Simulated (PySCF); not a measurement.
# What the settings do

Molecule: `C(C)#C[C@@H]1[C@H]2C[C@@H]12`, C7H8; geometry GFN2-xTB.

Bonds (- single, = double, # triple, : aromatic): C1-C2 1.447 Å, C2#C3 1.200 Å, C3-C4 1.433 Å, C4-C5 1.505 Å, C5-C6 1.495 Å, C6-C7 1.495 Å, C7-C4 1.506 Å, C7-C5 1.481 Å. C1 carries H8, H9, H10; C4 carries H11; C5 carries H12; C6 carries H13, H14; C7 carries H15. Stereochemistry as in CC#C[C@@H]1[C@H]2C[C@@H]12. H13 is cis to C4 on the ring; H14 is trans to C4 on the ring.

All runs: PySCF 2.14, non-relativistic, gas phase unless a solvent (IEF-PCM) is named; grid level 2, GIAOs and SCF threshold 1e-9 unless changed. The yardstick, PBE0/pcSseg-1, gives these isotropic shieldings σ (ppm, equivalent atoms averaged): C2 107.3, C4 156.4, C5/C7 179.3, C1 182.2, H12/H15 29.75, H8/H9/H10 29.78, H11 30.76.

**Question.** What do these inputs give? (1) PBE0/pcSseg-1; (2) solvent methanol; PBE/6-311G**; (3) PBE0/aug-cc-pVDZ; (4) wB97X-D/Sadlej pVTZ

**Answer.** 
| run | outcome | functions | wall time | C2 | C4 | C5/C7 | C1 | H12/H15 | H8/H9/H10 | H11 |
| --- | --- | --- | --- | --- | --- | --- | --- | --- | --- | --- |
| 1 | converged | 159 | 30 s | 107.3 | 156.4 | 179.3 | 182.2 | 29.75 | 29.78 | 30.76 |
| 2 | converged | 174 | 31 s | 107.9 | 154.6 | 177.5 | 183.4 | 29.94 | 30.01 | 30.83 |
| 3 | converged | 233 | 64 s | 125.3 | 167.3 | 189.6 | 192.9 | 29.85 | 29.86 | 30.79 |
| 4 | converged | 240 | 100 s | 126.2 | 160.1 | 194.1 | 199.5 | 29.91 | 29.70 | 31.05 |

Times are on 1 thread of an Arm Neoverse N1, shared host.
